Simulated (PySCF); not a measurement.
CH6InNO2, singlet, geometry from GFN2-xTB (such geometries of metal compounds can be far from the true shape) (all electrons, no relativity), with bond 4-2 at 1.4 times its length; CASSCF(4,4)/STO-3G (PySCF).

Input for PySCF:
```python
from pyscf import gto, scf, mcscf
import numpy

mol = gto.M(
    atom='''
In   -0.07258707   -0.01838222    0.28863830
N     0.86121064   -0.80563710   -1.42276768
C     0.56327447   -0.07010380   -2.63957261
H     0.39101585   -2.14425239   -1.57104193
H    -0.49211814   -0.09252422   -2.93235465
H     1.15565328   -0.50199112   -3.45085172
H     0.86156997    0.96894225   -2.50441538
O    -1.27643472    1.51769604    0.21751846
H    -1.50881169    1.75943912    1.11455328
O     0.34758332   -0.54413211    2.12641473
H     1.03780537   -1.19977540    2.20381388
''',
    basis='sto-3g',
    verbose=4,
)

mf = scf.RHF(mol)
mf.kernel()
mc = mcscf.CASSCF(mf, 4, 4)
mc.fix_spin_(ss=0.0)
mc = mc.newton()
mc.kernel()
occ = numpy.linalg.eigvalsh(mc.fcisolver.make_rdm1(mc.ci, mc.ncas, mc.nelecas))[::-1]
ss = mc.fcisolver.spin_square(mc.ci, mc.ncas, mc.nelecas)[0]
print('natural occupations', occ.round(4), ' <S^2>', round(ss, 4))
```

What the program printed (banner, timings and long lists left out):

```
PySCF version 2.14.0

[INPUT] verbose = 4
[INPUT] num. atoms = 11
[INPUT] num. electrons = 84
[INPUT] charge = 0
[INPUT] spin (= nelec alpha-beta = 2S) = 0
[INPUT] symmetry False subgroup None
[INPUT] Mole.unit = angstrom
[INPUT] Symbol           X                Y                Z      unit          X                Y                Z       unit  Magmom
[INPUT]  1 In    -0.072587070000  -0.018382220000   0.288638300000 AA   -0.137169682485  -0.034737361362   0.545447336060 Bohr   0.0
[INPUT]  2 N      0.861210640000  -0.805637100000  -1.422767680000 AA    1.627452245161  -1.522433474789  -2.688641254083 Bohr   0.0
[INPUT]  3 C      0.563274470000  -0.070103800000  -2.639572610000 AA    1.064434481260  -0.132476982291  -4.988069318803 Bohr   0.0
[INPUT]  4 H      0.391015850000  -2.144252390000  -1.571041930000 AA    0.738912866864  -4.052049759044  -2.968838977908 Bohr   0.0
[INPUT]  5 H     -0.492118140000  -0.092524220000  -2.932354650000 AA   -0.929968505530  -0.174845435689  -5.541347188595 Bohr   0.0
[INPUT]  6 H      1.155653280000  -0.501991120000  -3.450851720000 AA    2.183868194155  -0.948625733764  -6.521164647284 Bohr   0.0
[INPUT]  7 H      0.861569970000   0.968942250000  -2.504415380000 AA    1.628131280450   1.831035483020  -4.732659170349 Bohr   0.0
[INPUT]  8 O     -1.276434720000   1.517696040000   0.217518460000 AA   -2.412112036686   2.868029855937   0.411050316437 Bohr   0.0
[INPUT]  9 H     -1.508811690000   1.759439120000   1.114553280000 AA   -2.851240867642   3.324858069646   2.106200450436 Bohr   0.0
[INPUT] 10 O      0.347583320000  -0.544132110000   2.126414730000 AA    0.656837280267  -1.028260663482   4.018341466941 Bohr   0.0
[INPUT] 11 H      1.037805370000  -1.199775400000   2.203813880000 AA    1.961167919903  -2.267246916990   4.164604662715 Bohr   0.0

nuclear repulsion = 500.302600960415
number of shells = 29
number of NR pGTOs = 159
number of NR cGTOs = 53
basis = sto-3g
ecp = {}

******** <class 'pyscf.scf.hf.RHF'> ********
method = RHF
initial guess = minao
damping factor = 0
level_shift factor = 0
DIIS = <class 'pyscf.scf.diis.CDIIS'>
diis_start_cycle = 1
diis_space = 8
diis_damp = 0
SCF conv_tol = 1e-09
SCF conv_tol_grad = None
SCF max_cycles = 50
direct_scf = True
direct_scf_tol = 1e-13
Set gradient conv threshold to 3.16228e-05
Initial guess from minao.
init E= -5909.61106619517
  HOMO = -0.452105977594914  LUMO = -0.295073662986191  gap/eV = 4.27307
cycle= 1 E= -5924.87655581776  delta_E= -15.3  |g|= 0.722  |ddm|= 4.02
  HOMO = -0.114753256627497  LUMO = 0.28501583354875  gap/eV = 10.87827
cycle= 2 E= -5925.10617277354  delta_E= -0.23  |g|= 0.199  |ddm|= 1.43
  HOMO = -0.229411356152481  LUMO = 0.264939427370844  gap/eV = 13.45197
cycle= 3 E= -5925.1256219089  delta_E= -0.0194  |g|= 0.0564  |ddm|= 0.391
  HOMO = -0.256924969130039  LUMO = 0.245463525046486  gap/eV = 13.67069
cycle= 4 E= -5925.1281861971  delta_E= -0.00256  |g|= 0.0202  |ddm|= 0.164
  HOMO = -0.25300048418585  LUMO = 0.243329763860538  gap/eV = 13.50583
cycle= 5 E= -5925.12859398009  delta_E= -0.000408  |g|= 0.00798  |ddm|= 0.0686
  HOMO = -0.256488074378881  LUMO = 0.243084488050982  gap/eV = 13.59406
cycle= 6 E= -5925.12867431989  delta_E= -8.03e-05  |g|= 0.00319  |ddm|= 0.0343
  HOMO = -0.256167704443368  LUMO = 0.242881583886204  gap/eV = 13.57982
cycle= 7 E= -5925.12868788857  delta_E= -1.36e-05  |g|= 0.000617  |ddm|= 0.0177
  HOMO = -0.25628825016724  LUMO = 0.242905280433739  gap/eV = 13.58375
cycle= 8 E= -5925.12868840435  delta_E= -5.16e-07  |g|= 0.000266  |ddm|= 0.00246
  HOMO = -0.256284723796168  LUMO = 0.242917453643026  gap/eV = 13.58398
cycle= 9 E= -5925.12868851273  delta_E= -1.08e-07  |g|= 7.22e-05  |ddm|= 0.00134
  HOMO = -0.256290457996617  LUMO = 0.24292383936286  gap/eV = 13.58431
cycle= 10 E= -5925.12868852004  delta_E= -7.31e-09  |g|= 2.24e-05  |ddm|= 0.00034
  HOMO = -0.256292099628445  LUMO = 0.242923757383683  gap/eV = 13.58436
cycle= 11 E= -5925.12868852065  delta_E= -6.14e-10  |g|= 7.32e-06  |ddm|= 8.82e-05
  HOMO = -0.256291476122331  LUMO = 0.242923514627534  gap/eV = 13.58433
Extra cycle  E= -5925.12868852072  delta_E= -7.19e-11  |g|= 3.56e-06  |ddm|= 1.82e-05
converged SCF energy = -5925.12868852072

******** <class 'pyscf.mcscf.newton_casscf.CASSCF'> ********
CAS (2e+2e, 4o), ncore = 40, nvir = 9
max_cycle_macro = 50
max_cycle_micro = 10
conv_tol = 1e-07
conv_tol_grad = None
orbital rotation max_stepsize = 0.03
augmented hessian ah_max_cycle = 30
augmented hessian ah_conv_tol = 1e-12
augmented hessian ah_linear dependence = 1e-14
augmented hessian ah_level shift = 1e-08
augmented hessian ah_start_tol = 500
augmented hessian ah_start_cycle = 3
augmented hessian ah_grad_trust_region = 3
kf_trust_region = 3
kf_interval = 5
natorb = False
canonicalization = True
internal_rotation = False
******** <class 'pyscf.fci.addons.SpinPenaltyFCISolver'> ********
max. cycles = 50
conv_tol = 1e-08
davidson only = True
linear dependence = 1e-12
level shift = 0.001
max iter space = 12
nroots = 1
pspace_size = 400
spin = None

WARN: SO-CASSCF (Second order CASSCF) is an experimental feature. Its performance is bad for large systems.

CASCI E = -5925.13223729847  dE = -5925.1322  S^2 = 0.0000000
Set conv_tol_grad to 0.000316228
macro 1 (11 JK  7 micro), CASSCF E = -5925.13734880689  dE = -0.005112  |grad|=0.0294  S^2 = 0.0000000
macro 2 (19 JK  14 micro), CASSCF E = -5925.14141717683  dE = -0.004068  |grad|=0.173  S^2 = 0.0000000
macro 3 (10 JK  6 micro), CASSCF E = -5925.14515784958  dE = -0.003741  |grad|=0.019  S^2 = 0.0000000
macro 4 (10 JK  6 micro), CASSCF E = -5925.14809761599  dE = -0.00294  |grad|=0.0168  S^2 = 0.0000000
macro 5 (19 JK  14 micro), CASSCF E = -5925.15680300785  dE = -0.008705  |grad|=0.0413  S^2 = 0.0000000
macro 6 (20 JK  15 micro), CASSCF E = -5925.17964287533  dE = -0.02284  |grad|=0.0872  S^2 = 0.0000000
macro 7 (20 JK  15 micro), CASSCF E = -5925.18431813593  dE = -0.004675  |grad|=0.0556  S^2 = 0.0000000
macro 8 (11 JK  7 micro), CASSCF E = -5925.19331237194  dE = -0.008994  |grad|=0.0313  S^2 = 0.0000000
macro 9 (7 JK  3 micro), CASSCF E = -5925.19465884882  dE = -0.001346  |grad|=0.00799  S^2 = 0.0000000
macro 10 (5 JK  1 micro), CASSCF E = -5925.19465884924  dE = -4.22e-10  |grad|=0.00785  S^2 = 0.0000000
macro 11 (5 JK  1 micro), CASSCF E = -5925.19465884932  dE = -7.731e-11  |grad|=0.00785  S^2 = 0.0000000
macro 12 (5 JK  1 micro), CASSCF E = -5925.19465884933  dE = -6.366e-12  |grad|=0.00786  S^2 = 0.0000000
macro 13 (5 JK  1 micro), CASSCF E = -5925.19465884933  dE = -4.547e-12  |grad|=0.00786  S^2 = 0.0000000
macro 14 (5 JK  1 micro), CASSCF E = -5925.19465884934  dE = -3.638e-12  |grad|=0.00786  S^2 = 0.0000000
macro 15 (5 JK  1 micro), CASSCF E = -5925.19465884934  dE = -9.095e-13  |grad|=0.00786  S^2 = 0.0000000
macro 16 (5 JK  1 micro), CASSCF E = -5925.19465884934  dE = -3.638e-12  |grad|=0.00786  S^2 = 0.0000000
macro 17 (5 JK  1 micro), CASSCF E = -5925.19465884934  dE = 3.638e-12  |grad|=0.00786  S^2 = 0.0000000
macro 18 (5 JK  1 micro), CASSCF E = -5925.19465884934  dE = 9.095e-13  |grad|=0.00786  S^2 = 0.0000000
macro 19 (5 JK  1 micro), CASSCF E = -5925.19465884933  dE = 1.819e-12  |grad|=0.00786  S^2 = 0.0000000
macro 20 (5 JK  1 micro), CASSCF E = -5925.19465884934  dE = -1.819e-12  |grad|=0.00786  S^2 = 0.0000000
macro 21 (5 JK  1 micro), CASSCF E = -5925.19465884933  dE = 2.728e-12  |grad|=0.00786  S^2 = 0.0000000
macro 22 (5 JK  1 micro), CASSCF E = -5925.19465884933  dE = -1.819e-12  |grad|=0.00786  S^2 = 0.0000000
macro 23 (5 JK  1 micro), CASSCF E = -5925.19465884933  dE = 3.638e-12  |grad|=0.00786  S^2 = 0.0000000
macro 24 (5 JK  1 micro), CASSCF E = -5925.19465884933  dE = 0  |grad|=0.00786  S^2 = 0.0000000
macro 25 (5 JK  1 micro), CASSCF E = -5925.19465884933  dE = 9.095e-13  |grad|=0.00786  S^2 = 0.0000000
macro 26 (5 JK  1 micro), CASSCF E = -5925.19465884933  dE = -2.728e-12  |grad|=0.00786  S^2 = 0.0000000
macro 27 (5 JK  1 micro), CASSCF E = -5925.19465884933  dE = 0  |grad|=0.00786  S^2 = 0.0000000
macro 28 (5 JK  1 micro), CASSCF E = -5925.19465884933  dE = 1.819e-12  |grad|=0.00786  S^2 = 0.0000000
macro 29 (5 JK  1 micro), CASSCF E = -5925.19465884933  dE = 9.095e-13  |grad|=0.00786  S^2 = 0.0000000
macro 30 (5 JK  1 micro), CASSCF E = -5925.19465884933  dE = 9.095e-13  |grad|=0.00786  S^2 = 0.0000000
macro 31 (5 JK  1 micro), CASSCF E = -5925.19465884933  dE = 0  |grad|=0.00786  S^2 = 0.0000000
macro 32 (5 JK  1 micro), CASSCF E = -5925.19465884933  dE = 0  |grad|=0.00786  S^2 = 0.0000000
macro 33 (5 JK  1 micro), CASSCF E = -5925.19465884933  dE = -9.095e-13  |grad|=0.00786  S^2 = 0.0000000
macro 34 (5 JK  1 micro), CASSCF E = -5925.19465884933  dE = 9.095e-13  |grad|=0.00786  S^2 = 0.0000000
macro 35 (5 JK  1 micro), CASSCF E = -5925.19465884933  dE = 1.819e-12  |grad|=0.00786  S^2 = 0.0000000
macro 36 (5 JK  1 micro), CASSCF E = -5925.19465884933  dE = -2.728e-12  |grad|=0.00786  S^2 = 0.0000000
macro 37 (5 JK  1 micro), CASSCF E = -5925.19465884933  dE = 9.095e-13  |grad|=0.00786  S^2 = 0.0000000
macro 38 (5 JK  1 micro), CASSCF E = -5925.19465884933  dE = -1.819e-12  |grad|=0.00786  S^2 = 0.0000000
macro 39 (5 JK  1 micro), CASSCF E = -5925.19465884933  dE = 9.095e-13  |grad|=0.00786  S^2 = 0.0000000
macro 40 (5 JK  1 micro), CASSCF E = -5925.19465884933  dE = -2.728e-12  |grad|=0.00786  S^2 = 0.0000000
macro 41 (5 JK  1 micro), CASSCF E = -5925.19465884933  dE = 5.457e-12  |grad|=0.00786  S^2 = 0.0000000
macro 42 (5 JK  1 micro), CASSCF E = -5925.19465884933  dE = 0  |grad|=0.00786  S^2 = 0.0000000
macro 43 (5 JK  1 micro), CASSCF E = -5925.19465884933  dE = -1.819e-12  |grad|=0.00786  S^2 = 0.0000000
macro 44 (5 JK  1 micro), CASSCF E = -5925.19465884933  dE = -9.095e-13  |grad|=0.00786  S^2 = 0.0000000
macro 45 (5 JK  1 micro), CASSCF E = -5925.19465884933  dE = 2.728e-12  |grad|=0.00786  S^2 = 0.0000000
macro 46 (5 JK  1 micro), CASSCF E = -5925.19465884933  dE = 0  |grad|=0.00786  S^2 = 0.0000000
macro 47 (5 JK  1 micro), CASSCF E = -5925.19465884933  dE = 9.095e-13  |grad|=0.00786  S^2 = 0.0000000
macro 48 (5 JK  1 micro), CASSCF E = -5925.19465884933  dE = -3.638e-12  |grad|=0.00786  S^2 = 0.0000000
macro 49 (5 JK  1 micro), CASSCF E = -5925.19465884933  dE = 0  |grad|=0.00786  S^2 = 0.0000000
macro 50 (5 JK  1 micro), CASSCF E = -5925.19465884933  dE = 2.728e-12  |grad|=0.00786  S^2 = 0.0000000
newton CASSCF not converged, 50 macro (104 KF 228 Hx) steps
CASSCF canonicalization
Density matrix diagonal elements [1.91879594 1.94681044 0.09593646 0.03845716]
CASSCF energy = -5925.19465884933
CASCI E = -5925.19465884933  E(CI) = -4.43247982066714  S^2 = 0.0000000
natural occupations [1.9641 1.9048 0.0957 0.0353]  <S^2> 0.0
```

The run did not converge; its last values are not results.
